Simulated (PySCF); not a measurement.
# P²⁺: excitation energy

P²⁺ [Ne] 3s2 3p1 (2P) → P²⁺ [Ne] 3s1 3p2, s spin flipped, as a difference of total energies. All numbers are calculated (PySCF 2.14, no relativity, point nucleus, in def2-TZVPPD). Correlated levels: valence and next inner shell: 1s2 frozen. The calculations carry no spin-orbit coupling.

| method | excitation energy (eV) |
| --- | --- |
| UHF | 11.328 |
| MP2 (valence and next inner shell) | 10.438 |
| SCS-MP2 (valence and next inner shell) | 10.375 |

Task: How much does correlation contribute at MP2 (valence and next inner shell)?

Result: 10.438 − (11.328) = -0.890 eV, measured against UHF.

The upper determinant mixes two multiplicities, so it lies between the two terms.

The coupled-cluster amplitudes are large for the upper state (T1 above 0.03 or a double amplitude above 0.15), so a single reference is strained.
